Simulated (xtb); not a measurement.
xtb input:

```bash
xtb mol.xyz --gfn 1 --opt tight --chrg 0 --uhf 0
```
mol.xyz:
```
11

Si    -0.07353083     0.18974016    -0.29307689
Cl     0.36763708    -0.91520252     1.42242303
N      1.06824033    -0.39185610    -1.42271034
N     -0.08811938     1.79722276     0.28463773
N     -1.58991074    -0.03881778    -1.02705101
H      1.96967748    -0.72434879    -1.12339264
H      1.08287216    -0.04528803    -2.36855350
H     -0.29675860     2.56646028    -0.33154902
H      0.49132681     2.07428398     1.05937033
H     -1.77787628    -0.87628188    -1.55392633
H     -2.42111179     0.34141297    -0.60419858
```

Task: What final total energy does it print?

Result: -19.13536 Eh (GFN1-xTB).
